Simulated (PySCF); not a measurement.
State search for AlI⁺

Unrestricted PBE0; Al def2-SVP, I def2-SVP with ECP28; scalar-relativistic core potentials (PySCF 2.14). Outer shells of the fragments: Al+ 3s2; I 4d10 5s2 5p5.

Followed along the bond (rough minima from three points):

| 2Ms+1 | unpaired | ⟨S²⟩ at the start | R at minimum (Å) | Te (eV) |
| --- | --- | --- | --- | --- |
| 2 | σ ↑ | 0.76 | 2.42 | 0.00 |
| 2 | π ↑ | 0.75 | 3.12 | 0.68 |
| 4 | σ ↑, π ↑↑ | 3.75 | 2.72 | 3.74 |

Solutions found at the starting distance of 2.605 Å, counted from the lowest of them; the search is not exhaustive and high or unbound solutions are not listed, so other states can lie among these:

```tsv
2Ms+1	unpaired	term	E (eV)	⟨S²⟩	⟨Lz²⟩	μ (D)
2	σ ↑	²Σ⁺	0.00	0.76	0.00	-8.38
2	π ↑	²Π	0.91	0.75	1.01	-4.19
4	σ ↑, π ↑↑	mixed	3.59	3.75	2.01	-3.63
4	σ ↑, π ↑↑	mixed	3.75	3.75	2.01	-3.66
2	σ ↑, π ↑↓	mixed	3.84	1.75	2.01	-3.72
4	σ ↑↑, π ↑	⁴Π	5.63	3.75	1.01	-3.75
```

A term symbol is given only where ⟨S²⟩ and ⟨Lz²⟩ are close to those of a pure state; real π, δ and φ orbitals otherwise mix terms. A positive dipole points towards I; it is taken about the centre of mass and depends on that origin.

Problem. Compare the gap between the two lowest followed solutions at the starting distance with the gap between their minima.

Solution. At PBE0 the second solution (doublet, unpaired electrons π ↑) lies +0.91 eV from the first (doublet, unpaired electrons σ ↑) at 2.605 Å and +0.68 eV at the minima; the two curves relax by different amounts, since their minima lie near 3.12 and 2.42 Å.

Spin–orbit coupling is left out. Counting both spins, an empty level lies below a filled one in some of these solutions, because spin and occupation are held.
